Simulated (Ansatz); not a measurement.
Total energies of In7Sb7H20, a nanocrystal cut from zinc blende InSb (hydrogen-capped) from Ansatz at PBE0-D4/def2-SVP, gas phase (1 Eh = 27.2114 eV = 2625.5 kJ/mol). The reference geometry is relaxed at PBE-D4/def2-SVP.

```xyz
34

In   -1.0644    2.4400   -3.7203
In    3.3071   -2.8946    1.6920
In   -0.2668   -1.9384   -1.9582
In    2.1023    1.7999   -0.1815
In   -2.0234    4.0165    0.8390
In   -1.1927   -0.4096    2.4625
In   -4.4652    0.1522   -0.9883
Sb    3.9541   -0.2162    0.9058
Sb    0.8691    0.6102   -2.4344
Sb   -2.8295    2.4727   -1.4498
Sb    1.8382   -3.5524   -0.6793
Sb    1.0140   -2.1896    3.2605
Sb   -2.2132   -1.4619    0.0408
Sb    0.0010    2.0409    1.6998
H    -1.7311    1.4735   -5.0049
H    -0.1826    3.9362   -3.8329
H     4.5206   -3.9643    2.3154
H    -0.7150   -2.9106   -3.3342
H     3.1428    3.1751   -0.4374
H    -1.0617    5.3826    0.3510
H    -3.2232    3.9280    2.0966
H    -2.2244   -0.4247    3.8678
H    -4.8618   -0.6300   -2.4915
H    -5.4674    0.3764    0.4168
H     5.3360   -0.3689   -0.1107
H     4.8341    0.4374    2.2343
H     2.2001    0.2583   -3.4722
H    -4.0398    3.5326   -2.0718
H     3.0314   -4.0059   -1.8354
H     1.2786   -5.1610   -0.4230
H     0.3900   -3.6885    3.8350
H     1.6460   -1.7099    4.7892
H    -2.7166   -3.0501    0.4843
H     0.8132    2.5441    3.1348
```

```json
{"state": "charge 0 singlet", "geometry": "reference", "energy (Eh)": "-3024.98309"}
{"state": "charge 1 doublet", "geometry": "reference", "energy (Eh)": "-3024.70241"}
{"state": "charge -1 doublet", "geometry": "reference", "energy (Eh)": "-3025.02510"}
{"state": "free In atom (doublet)", "geometry": "–", "energy (Eh)": "-190.10951"}
{"state": "free Sb atom (quartet)", "geometry": "–", "energy (Eh)": "-240.21816"}
{"state": "free H atom (doublet)", "geometry": "–", "energy (Eh)": "-0.50029"}
```

In the def2 sets In, Sb take a core potential; there is no spin–orbit coupling. Single mean-field runs in def2-SVP are fitted with def2-universal-jkfit.

Question: Work out the vertical ionisation energy to the doublet.

Answer: E(charge 1 doublet) − E(charge 0 singlet) = -3024.70241 − (-3024.98309) = 0.28068 Eh = 7.64 eV. For comparison, −ε of the highest occupied level is 6.50 eV at this level, 1.14 eV less.

Question: Work out the vertical electron affinity, to the doublet.

Answer: E(charge 0 singlet) − E(charge -1 doublet) = -3024.98309 − (-3025.02510) = 0.04201 Eh = 1.14 eV. The basis lacks diffuse functions, which makes affinities too small.

Question: Give the fundamental gap IE − EA, the Mulliken electronegativity (IE + EA)/2 and the hardness (IE − EA)/2.

Answer: From the values in Eh: IE − EA = 0.28068 − 0.04201 = 0.23867 Eh = 6.49 eV; (IE + EA)/2 = 4.39 eV; (IE − EA)/2 = 3.25 eV. The HOMO–LUMO gap of the same run is 4.44 eV, 2.05 eV smaller than the fundamental gap.

Question: What is the binding energy per atom against free atoms?

Answer: Atoms: 7 × (-190.10951) + 7 × (-240.21816) + 20 × (-0.50029) = -3022.29949 Eh. Binding: -3022.29949 − (-3024.98309) = 2.68360 Eh = 73.02 eV, or 2.15 eV for each of 34 atoms (no zero-point energy, no counterpoise term).
